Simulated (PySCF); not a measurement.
Orbital picture of WBr

PBE at R = 2.432 Å; basis W def2-TZVPPD with ECP60, Br def2-TZVPPD; scalar-relativistic core potentials; PySCF 2.14. State: ⁶Σ⁺ (sextet), unpaired electrons σ ↑, π ↑↑, δ ↑↑. Only the outer orbitals are listed, counted within each symmetry, core potentials removing the inner ones.

```json
{"spin": "α", "orbital": "10σ", "occ.": "1", "ε (eV)": "-8.81", "on W (%)": "31", "main shells (%)": "67 Br p, 17 W s, 13 W d"}
{"spin": "α", "orbital": "5π", "occ.": "1", "ε (eV)": "-7.54", "on W (%)": "22", "main shells (%)": "78 Br p, 20 W d"}
{"spin": "α", "orbital": "5π", "occ.": "1", "ε (eV)": "-7.54", "on W (%)": "22", "main shells (%)": "78 Br p, 20 W d"}
{"spin": "α", "orbital": "11σ", "occ.": "1", "ε (eV)": "-5.85", "on W (%)": "100", "main shells (%)": "67 W s, 32 W d"}
{"spin": "α", "orbital": "2δ", "occ.": "1", "ε (eV)": "-5.06", "on W (%)": "100", "main shells (%)": "100 W d"}
{"spin": "α", "orbital": "2δ", "occ.": "1", "ε (eV)": "-5.06", "on W (%)": "100", "main shells (%)": "100 W d"}
{"spin": "α", "orbital": "6π", "occ.": "1", "ε (eV)": "-4.74", "on W (%)": "80", "main shells (%)": "77 W d, 19 Br p"}
{"spin": "α", "orbital": "6π", "occ.": "1", "ε (eV)": "-4.74", "on W (%)": "80", "main shells (%)": "77 W d, 19 Br p"}
{"spin": "α", "orbital": "12σ", "occ.": "0", "ε (eV)": "-3.57", "on W (%)": "82", "main shells (%)": "44 W d, 24 W p, 17 Br p"}
{"spin": "α", "orbital": "7π", "occ.": "0", "ε (eV)": "-1.39", "on W (%)": "102", "main shells (%)": "100 W p"}
{"spin": "α", "orbital": "7π", "occ.": "0", "ε (eV)": "-1.39", "on W (%)": "102", "main shells (%)": "100 W p"}
{"spin": "β", "orbital": "10σ", "occ.": "1", "ε (eV)": "-8.46", "on W (%)": "20", "main shells (%)": "77 Br p, 10 W d, 9 W s"}
{"spin": "β", "orbital": "5π", "occ.": "1", "ε (eV)": "-7.19", "on W (%)": "8", "main shells (%)": "92 Br p"}
{"spin": "β", "orbital": "5π", "occ.": "1", "ε (eV)": "-7.19", "on W (%)": "8", "main shells (%)": "92 Br p"}
{"spin": "β", "orbital": "11σ", "occ.": "0", "ε (eV)": "-3.16", "on W (%)": "107", "main shells (%)": "91 W s, 17 W d"}
{"spin": "β", "orbital": "6π", "occ.": "0", "ε (eV)": "-2.09", "on W (%)": "91", "main shells (%)": "90 W d"}
{"spin": "β", "orbital": "6π", "occ.": "0", "ε (eV)": "-2.09", "on W (%)": "91", "main shells (%)": "90 W d"}
```

Question: Which are the highest filled and the lowest empty level, where do they sit, and how wide is the gap?

Answer: Highest filled α 6π at -4.74 eV (in %: 77 W d, 19 Br p); lowest empty α 12σ at -3.57 eV (in %: 44 W d, 24 W p, 17 Br p); the gap at PBE is 1.17 eV.

```
bond order (Mayer)                              : 1.22
⟨S²⟩                                            : 8.763
charge on W (Mulliken, basis-dependent)         : 0.21
charge on W (Löwdin, basis-dependent)           : 0.09
dipole moment (positive dipole means W(−)Br(+)) : -2.95 D
polarisability along the bond                   : 97.1 bohr³
polarisability across the bond                  : 67.4 bohr³
```

Shares are Mulliken populations and can fall outside 0 to 100 %.

Spin–orbit coupling is left out. The state is the lowest single determinant that the PBE0 search found; with open d or f shells the true ground state can be another one.
